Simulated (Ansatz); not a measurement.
Ansatz (a program for electronic structure) input:

Ansatz 0.2 input:
```yaml
crystal:
  periodic: [false, false, false]
  atoms:
    - {symbol: Te, position_ang: [-0.00000000, 0.00000000, -0.00000000]}
    - {symbol: H, position_ang: [1.73838604, 0.01355639, 0.01815586]}
    - {symbol: H, position_ang: [-1.73838604, -0.01355639, -0.01815586]}
    - {symbol: H, position_ang: [-0.01350383, 1.73847378, -0.00509791]}
    - {symbol: H, position_ang: [0.01350383, -1.73847378, 0.00509791]}
    - {symbol: H, position_ang: [-0.01819499, 0.00495645, 1.73843142]}
    - {symbol: H, position_ang: [0.01819499, -0.00495645, -1.73843142]}
basis:
  gaussian:
    orbitals: def2-TZVP
hamiltonian:
  xc: {name: SVWN5}
relax: {f_tol: 0.003, max_steps: 100}
```

**Question.** Which total energy does the run end on?

**Answer.** -270.94630 Eh (SVWN5/def2-TZVP). The basis has 86 functions.
